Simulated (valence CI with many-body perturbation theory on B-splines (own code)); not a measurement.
The numbers below are computed, except where a source is named.
# Basis-set convergence for Ce²⁵⁺

Level of theory: relativistic CI+MBPT: five valence electrons over a frozen Dirac-Fock core [Ar] 3d10, radial functions for each j: 9 s, 9 p, 8 d, 6 f, 3 g, 1 h, with the one-electron correlation potential Σ1, the two-electron term Σ2, the three-electron term Σ3, Breit, model QED; selected CI, second order for the rest, scaled by the run's own slope (own B-spline code, finite nucleus).

No measured levels were compared; by estimate levels hold to about 250 cm⁻¹ or 0.2 % of their energy and the worst to 1 %, as in measured heavy ions of charge 2 to 7; those with d or f electrons hold less well. Among the levels kept, up to 940 cm⁻¹ of a level comes from second order outside the variational space, and about a tenth of that is noise between levels of different J, which matters for small intervals.

The reference run has the lowest level (4s^2 4p1/2^2 4p3/2) J=3/2 and an ionisation energy of 863.568 eV. Its largest variational space holds 19994 state functions.

Levels are named by their leading jj configuration (3d3/2^4 stands for four electrons in 3d with j = 3/2), which in mixed levels can hold well under half, so a name can repeat and another be missing. Letters in brackets count levels of one name in rising energy.

Changed runs:
A. basis 6 s, 6 p, 5 d, 3 f, 1 g
B. basis 5 s, 5 p, 4 d, 2 f

Excitation energies of the reference run in cm⁻¹, and shifts in cm⁻¹:

```
                       Level  Reference       A       B
  (4s^2 4p1/2 4p3/2^2) J=3/2     169920     -84    -244
  (4s^2 4p1/2 4p3/2^2) J=5/2     199223     +41    +263
  (4s^2 4p1/2 4p3/2^2) J=1/2     236835    +101    +523
        (4s^2 4p3/2^3) J=3/2     410249     +15    +263
  (4s 4p1/2^2 4p3/2^2) J=5/2     642172    -142    -470
  (4s 4p1/2^2 4p3/2^2) J=3/2     714174     -65    -144
  (4s 4p1/2^2 4p3/2^2) J=1/2     724222     -10     +74
  (4s^2 4p1/2^2 4d3/2) J=3/2     805977     +93    +569
(4s 4p1/2 4p3/2^3) J=3/2 [a]     845179     -59     -33
  (4s^2 4p1/2^2 4d5/2) J=5/2     864612    +129    +735
    (4s 4p1/2 4p3/2^3) J=5/2     878464     -27     +67
    (4s 4p1/2 4p3/2^3) J=1/2     917868     -51    +0.8
      Ionisation energy (eV)    863.568  -0.045  -0.175
```
